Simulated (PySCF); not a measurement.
Excitations are Tamm–Dancoff values on a coarser integration grid. The basis has no diffuse functions, so Rydberg states are missing or too high.

Cartesian coordinates (Å):
```xyz
7

B     -1.4139    -0.0520     0.8142
O     -0.4733    -0.6745     0.0171
C      0.7386    -0.2184    -0.1703
C      1.8728     0.1307    -0.3976
H     -2.4690    -0.6130     0.8680
H     -1.1278     0.9664     1.3778
H      2.8726     0.4606    -0.5830
```
Charge 0, multiplicity 1.

**Question.** Estimate the dipole moment, brightest of the four lowest singlets (TDA), T1 excitation (TDA), S1 excitation (TDA) and HOMO–LUMO gap that PySCF with PBE-D3(BJ)/def2-TZVP returns for this input.

**Answer.** 
```
Property                                       Value
-------------------------------------------  -------
dipole moment                                 0.48 D
brightest of the four lowest singlets (TDA)  4.75 eV
T1 excitation (TDA)                          3.92 eV
S1 excitation (TDA)                          4.31 eV
HOMO–LUMO gap                                4.24 eV
```
